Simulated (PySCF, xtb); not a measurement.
C3H12OSi2, SMILES [SiH3][C@H](CO)[SiH2]C.

xtb with GFN2-xTB at its own geometry gives an orbital gap of 5.42 eV and a dipole moment of 1.98 D.

Geometry optimised at ωB97X-D3(BJ)/def2-SVP. The structure was generated by enumeration; whether it is a known compound was not checked. The values are those of a single conformer.

What does PBE/def2-TZVP in PySCF give? (The exact figures need the calculation; the answer reports its results.)

gap 6.10 eV (levels -6.41 and -0.30 eV), dipole 1.03 D.
